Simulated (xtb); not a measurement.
C6H6O, SMILES O1[C@@H](CC=C1)C#C. All values are semi-empirical tight-binding results from xtb (GFN2-xTB unless named), good for trends rather than for accurate numbers. The structure is a stationary point at GFN2-xTB. The structure was generated by enumeration; whether it is a known compound was not checked. The values are those of a single conformer.

Optimised geometry:

```xyz
13

C      2.5887    -0.1969     0.8058
C      1.5963     0.1258     0.2202
C      0.3592     0.4656    -0.4641
C     -0.6925     1.0630     0.5060
C     -1.7901     0.0391     0.4216
C     -1.4382    -0.9015    -0.4419
O     -0.2274    -0.7213    -1.0290
H      3.4712    -0.4577     1.3098
H      0.5888     1.1437    -1.2966
H     -1.0287     2.0512     0.1844
H     -0.2923     1.1524     1.5186
H     -2.6967     0.0941     0.9886
H     -1.9633    -1.7841    -0.7589
```

Estimate the properties. (The exact figures need the calculation; the answer reports its results.)


```
Item                                           Result
--------------------------------------  -------------
orbital gap                                   4.79 eV
dipole moment                                  1.39 D
zero-point energy                       62.1 kcal/mol
G − E(el) at 298.15 K (modified RRHO)   43.0 kcal/mol
static polarisability (D4 model)           68.6 bohr³
solvation energy, GFN2-xTB/ALPB(water)  -1.7 kcal/mol
solvation energy, GFN2-xTB/ALPB(ether)  -6.5 kcal/mol
```

Computed IR lines (harmonic; lines under 4 % of the strongest left out, lines within 3 cm⁻¹ merged):
ν (cm⁻¹): 415 (w), 497 (w), 635 (m), 671 (m), 720 (w), 743 (w), 859 (w), 964 (s), 999 (m), 1036 (m), 1086 (m), 1121 (s), 1260 (m), 1273 (s), 1288 (m), 1684 (vs), 2883 (m), 2950 (s), 2975 (s), 3139 (m), 3179 (m), 3393 (w) (against the strongest line: vs over 80 %, s over 45 %, m over 15 %, w over 4 %, vw less)

Give the atomic charges and the Wiberg bond orders between heavy atoms. (The exact figures need the calculation; the answer reports its results.)

charges (e) C1 -0.10, C2 -0.03, C3 0.13, C4 -0.05, C5 -0.08, C6 0.10, O7 -0.27, H8 0.09, H9 0.05, H10 0.04, H11 0.05, H12 0.04, H13 0.05. Bond orders C1–C2 2.90, C2–C3 1.03, C3–C4 0.97, C4–C5 1.02, C5–C6 1.84, C3–O7 0.94, C6–O7 1.08.
